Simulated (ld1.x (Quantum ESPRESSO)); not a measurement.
PBEsol ultrasoft dataset for krypton, scalar-relativistic all-electron reference.

```
Element                 : Kr
Generator               : ld1.x (Quantum ESPRESSO) 7.5
Type                    : ultrasoft
Functional              : PBEsol
Relativity              : scalar-relativistic
Frozen core             : [Ne]
Valence charge          : 26
Reference configuration : 3s2 3p6 3d10 4s2 4p4.5 (charge +1.5)
Partial waves           : 3s (bound): rcut 0.80, rcutus 0.95 bohr; 4s (bound): rcut 0.80, rcutus 0.95 bohr; 3p (bound): rc 0.75 bohr; 4p (bound): rc 0.75 bohr; 3d (bound): rcut 1.10, rcutus 1.25 bohr; 3d channel at -3.05 Ry: rcut 1.10, rcutus 1.25 bohr
Local potential         : all-electron potential smoothed inside 0.65 bohr (lloc = -1)
Core correction         : none
Augmentation charge     : PSQ, radius 0.70 bohr
```

**Question.** Is a potential produced?

**Answer.** No. ld1.x (Quantum ESPRESSO) 7.5 stopped with "run_pseudo: Errors in PS-KS equation": the pseudo-atom solver did not find the valence states with the expected number of nodes, which is the usual sign of a ghost state. Before that it printed "Warning: n=3, l=1 expected 1 nodes, found 0".
